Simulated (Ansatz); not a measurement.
`FC(F)CBr`, relaxed with RKS PBE-D4/def2-SVP in Ansatz from a rough embedded geometry. The force threshold is 0.03 eV/Å; the program also tests the step.

Total charge 0; spin multiplicity 1.

Start:

```xyz
8

F     0.213   -1.720   -0.222
C     0.142   -0.430   -0.645
F    -0.961   -0.335   -1.422
C     0.089    0.556    0.508
Br   -1.465    0.181    1.682
H     1.028   -0.268   -1.250
H     0.931    0.446    1.191
H     0.022    1.568    0.159
```

Problem. By how much does the energy fall, and how many steps does the optimiser take? (Best estimate.)

Solution. The calculation gave: 1.94 kcal/mol, in 4 steps.

Problem. Which bonds change most? (Best estimate.)

Solution. Computed: C4–Br5 from 1.984 to 1.949 Å; C2–H6 from 1.085 to 1.119 Å; C4–H8 from 1.072 to 1.106 Å; C4–H7 from 1.090 to 1.106 Å.

Problem. Give the relaxed structure. (Estimate.)

Solution. Ansatz gave: 
```xyz
8

F     0.223   -1.730   -0.200
C     0.137   -0.442   -0.635
F    -0.963   -0.329   -1.430
C     0.069    0.526    0.532
Br   -1.481    0.216    1.673
H     1.041   -0.222   -1.256
H     0.972    0.418    1.161
H     0.002    1.563    0.154
```
